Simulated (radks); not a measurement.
Coulomb parameter of the 3d shell of the vanadium ion V3+ in the model configuration [Ar] 3d1 4s1, as a second difference U = [E(n + 0.5) + E(n - 0.5) - 2 E(n)] / (0.5)^2 with all orbitals relaxed. "Bare": the charge of the atom changes with n. "Screened": the 4s shell takes up the change at fixed total charge, which measures U(3d,3d) + U(4s,4s) - 2 U(3d,4s). All-electron calculation, Dirac Kohn-Sham, BLYP, spin-unpolarised, spherical densities, finite nucleus; open shells are shared between the two j in proportion to 2j + 1; Fermi nuclear charge, rms radius 3.6002 fm. Program: a radial shooting solver on a logarithmic mesh with Libxc functionals.

start: configuration [Ar] 3d1 4s1; E - E(n) (eV) 0.000
bare +0.5: configuration [Ar] 3d1.5 4s1; E - E(n) (eV) -19.548
bare -0.5: configuration [Ar] 3d0.5 4s1; E - E(n) (eV) 24.085
screened +0.5: configuration [Ar] 3d1.5 4s0.5; E - E(n) (eV) -5.953
screened -0.5: configuration [Ar] 3d0.5 4s1.5; E - E(n) (eV) 7.092

U(bare) = 18.148 eV, U(screened by 4s) = 4.555 eV.
